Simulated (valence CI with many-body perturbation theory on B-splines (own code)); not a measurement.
## O⁺: electric-dipole lines

Level of theory: valence CI with perturbative core correlation (CI+MBPT): five valence electrons over a frozen Dirac-Fock core [He], radial functions for each j: 9 s, 9 p, 8 d, 6 f, 3 g, 1 h, with the one-electron correlation potential Σ1, the two-electron term Σ2, the three-electron term Σ3, Breit, model QED; selected CI, second order for the rest, scaled by the run's own slope (own B-spline code, finite nucleus).

Against 59 measured levels this calculation errs by 111 cm⁻¹ on average and by 352 at most. These come from a selection out of the NIST Handbook of Basic Atomic Spectroscopic Data. Levels without a partner in it may be off by more. Among the levels kept, up to 1700 cm⁻¹ of a level comes from second order outside the variational space, and about a tenth of that is noise between levels of different J, which matters for small intervals.

Lines 1 to 50 of 294 in falling wavelength, among levels below 242188 cm⁻¹, chosen from the strongest by gf and those to the six lowest levels. Wavelengths and rates use the calculated energies, so an error of 100 cm⁻¹ moves a line at 3462 nm by 3.5 % and its rate by three times that or more. Electric multipoles are in the length gauge, E1 and E2 with the static RPA response of the core. Weak lines are less certain than strong ones. Lines between different terms over intervals too small for the method are left out, as are lines whose strength nearly cancels. Where a level lies close to another of its J and parity, the split of strength between their lines is uncertain. The highest levels of a list are the least certain.

Names give the largest LS component (configuration and term), which can be under half, so a name can repeat, a term be missing and a line seem to break the LS rules; names also repeat where a configuration has a term twice. Letters in brackets count levels of one name in rising energy.

```
λ vac (nm)  λ from measured levels                   Upper                   Lower   A (s⁻¹)  log gf  Branch %
      3462                    3320       2s2 2p2 3d 2F_7/2  2s2 2p2 3p 2D°_5/2 [b]  3.54e+04   -1.29       0.0
      1280                               2s2 2p2 4s 2P_3/2  2s2 2p2 3p 2P°_3/2 [b]  6.50e+05   -1.19       0.1
      1097                    1156           2s 2p4 2P_3/2      2s2 2p2 3p 2S°_1/2  1.08e+06   -1.11       0.0
      1080                    1134           2s 2p4 2P_1/2      2s2 2p2 3p 2S°_1/2  1.13e+06   -1.40       0.0
     981.8                               2s2 2p2 4s 2P_1/2  2s2 2p2 3p 2D°_3/2 [b]  3.39e+06   -1.01       0.3
     959.7                               2s2 2p2 4s 2P_3/2  2s2 2p2 3p 2D°_5/2 [b]  3.28e+06   -0.74       0.3
     673.6                   672.3      2s2 2p2 3p 2S°_1/2       2s2 2p2 3s 2P_3/2  1.74e+07   -0.62      64.4
     665.0                   664.3      2s2 2p2 3p 2S°_1/2       2s2 2p2 3s 2P_1/2  9.53e+06   -0.90      35.2
     520.0                   520.8       2s2 2p2 3d 2P_3/2  2s2 2p2 3p 2P°_3/2 [a]  4.46e+07   -0.14       0.9
     518.2                   519.2       2s2 2p2 3d 2P_3/2  2s2 2p2 3p 2P°_1/2 [a]  1.54e+07   -0.61       0.3
     517.4                   517.7       2s2 2p2 3d 2P_1/2  2s2 2p2 3p 2P°_3/2 [a]  2.05e+07   -0.78       0.4
     515.6                   516.1       2s2 2p2 3d 2P_1/2  2s2 2p2 3p 2P°_1/2 [a]  4.23e+07   -0.47       0.9
     495.3                   495.7       2s2 2p2 3d 2D_3/2  2s2 2p2 3p 2P°_3/2 [a]  2.21e+07   -0.49       0.8
     494.2                   494.4       2s2 2p2 3d 2D_5/2  2s2 2p2 3p 2P°_3/2 [a]  9.28e+07    0.31       3.3
     493.7                   494.2       2s2 2p2 3d 2D_3/2  2s2 2p2 3p 2P°_1/2 [a]  7.14e+07    0.02       2.6
     490.9                   492.6       2s2 2p2 3d 4P_5/2      2s2 2p2 3p 4S°_3/2  5.19e+07    0.05       1.2
     489.1                   490.8       2s2 2p2 3d 4P_3/2      2s2 2p2 3p 4S°_3/2  4.88e+07   -0.15       1.3
     488.0                   489.2       2s2 2p2 3d 4P_1/2      2s2 2p2 3p 4S°_3/2  4.88e+07   -0.46       1.3
     485.4                   486.6       2s2 2p2 3d 4D_1/2      2s2 2p2 3p 4S°_3/2  1.72e+07   -0.92       1.3
     484.1                   485.8       2s2 2p2 3d 4D_3/2      2s2 2p2 3p 4S°_3/2  1.54e+07   -0.66       1.3
     483.9                   485.8       2s2 2p2 3d 4D_5/2      2s2 2p2 3p 4S°_3/2  8.23e+06   -0.76       0.7
     475.3                   475.3       2s2 2p2 3d 4D_7/2  2s2 2p2 3p 2D°_5/2 [a]  4.39e+06   -0.92       1.5
     473.6                   474.3       2s2 2p2 3d 2F_5/2  2s2 2p2 3p 2D°_5/2 [a]  6.46e+06   -0.89       0.3
     470.8                   471.1       2s2 2p2 3d 4D_5/2  2s2 2p2 3p 2D°_3/2 [a]  2.24e+07   -0.35       1.9
     470.2                   470.7       2s2 2p2 3d 2F_7/2  2s2 2p2 3p 2D°_5/2 [a]  1.32e+08    0.54       5.0
     469.6                   469.8      2s2 2p2 3p 4D°_3/2       2s2 2p2 3s 4P_5/2  3.15e+06   -1.38       3.6
     469.4                   470.1       2s2 2p2 3d 2F_5/2  2s2 2p2 3p 2D°_3/2 [a]  1.06e+08    0.32       4.6
     467.6                   467.8      2s2 2p2 3p 4D°_5/2       2s2 2p2 3s 4P_5/2  2.11e+07   -0.38      24.4
     467.5                   467.5      2s2 2p2 3p 4D°_1/2       2s2 2p2 3s 4P_3/2  1.21e+07   -1.10      14.0
     466.2                   466.3      2s2 2p2 3p 4D°_3/2       2s2 2p2 3s 4P_3/2  4.14e+07   -0.27      47.9
     465.0                   465.0      2s2 2p2 3p 4D°_7/2       2s2 2p2 3s 4P_5/2  8.13e+07    0.32      94.0
     464.8                   465.2      2s2 2p2 3p 4D°_1/2       2s2 2p2 3s 4P_1/2  6.90e+07   -0.35      80.0
     464.2                   464.3      2s2 2p2 3p 4D°_5/2       2s2 2p2 3s 4P_3/2  6.02e+07    0.07      69.5
     463.5                   464.0      2s2 2p2 3p 4D°_3/2       2s2 2p2 3s 4P_1/2  3.67e+07   -0.33      42.4
     459.6                   459.7      2s2 2p2 3p 2F°_5/2       2s2 2p2 3s 2D_3/2  7.98e+07    0.18      75.3
     459.5                   459.7      2s2 2p2 3p 2F°_5/2       2s2 2p2 3s 2D_5/2  4.82e+06   -1.04       4.6
     459.2                   459.2      2s2 2p2 3p 2F°_7/2       2s2 2p2 3s 2D_5/2  8.48e+07    0.33      79.8
     445.0                   445.4  2s2 2p2 3p 2D°_3/2 [a]       2s2 2p2 3s 2P_3/2  1.45e+07   -0.76      15.7
     441.3                   441.6  2s2 2p2 3p 2D°_5/2 [a]       2s2 2p2 3s 2P_3/2  9.24e+07    0.21      99.8
     441.2                   441.8  2s2 2p2 3p 2D°_3/2 [a]       2s2 2p2 3s 2P_1/2  7.78e+07   -0.04      84.2
     440.1                   440.7       2s2 2p2 3d 2D_3/2  2s2 2p2 3p 2D°_5/2 [a]  3.84e+06   -1.35       0.1
     439.2                   439.7       2s2 2p2 3d 2D_5/2  2s2 2p2 3p 2D°_5/2 [a]  3.94e+07   -0.17       1.4
     436.8                   436.8      2s2 2p2 3p 4P°_3/2       2s2 2p2 3s 4P_5/2  4.04e+07   -0.34      29.1
     436.5                   437.0       2s2 2p2 3d 2D_3/2  2s2 2p2 3p 2D°_3/2 [a]  3.61e+07   -0.38       1.3
     435.1                   435.1      2s2 2p2 3p 4P°_5/2       2s2 2p2 3s 4P_5/2  6.93e+07    0.07      49.9
     435.1                   435.3  2s2 2p2 3p 2D°_5/2 [b]       2s2 2p2 3s 2D_3/2  5.69e+06   -1.01       3.9
     435.0                   435.2  2s2 2p2 3p 2D°_5/2 [b]       2s2 2p2 3s 2D_5/2  9.39e+07    0.20      64.6
     434.9                   434.7      2s2 2p2 3p 4P°_1/2       2s2 2p2 3s 4P_3/2  7.97e+07   -0.34      57.6
     434.6                   434.9  2s2 2p2 3p 2D°_3/2 [b]       2s2 2p2 3s 2D_3/2  8.87e+07    0.00      60.9
     434.5                   434.8  2s2 2p2 3p 2D°_3/2 [b]       2s2 2p2 3s 2D_5/2  1.12e+07   -0.90       7.7
```

Question: How does gf follow from A for the line at 435.0 nm?

Answer: gf = 1.4992 × (2J+1)_upper × A / σ², with σ = 22988 cm⁻¹ and 2J+1 = 6: gf = 1.60.
